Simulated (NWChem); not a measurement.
**Total energies of H$_{2}$Ge**

```xyz
3

Ge     0.0000     0.0000     0.0664
H     -1.1425     0.0000    -1.0616
H      1.1425     0.0000    -1.0616
```
Charge 0, spin multiplicity 1.

All runs are NWChem calculations. All single points use one geometry, from B3LYP/def2-SVP, a minimum by its harmonic frequencies.

Basis set: def2-TZVP (60 functions).

```
method       total energy (Ha)
-----------  -----------------
RHF                -2076.47579
MP2                -2076.70775
B2PLYP             -2077.76892
PBE                -2077.82191
B3LYP              -2078.19675
LDA (SVWN5)        -2074.96629
CCSD(T)            -2076.73290
```

Total energies of different functionals aren't comparable as a measure of quality: only differences taken within one method are. 

The Hamiltonian is non-relativistic. The correlated methods keep 9 core orbitals frozen. B3LYP has NWChem's definition, with VWN1-RPA local correlation. The structure started from a generated list of species. Coupled-cluster values serve here as a point of comparison, not as the truth.
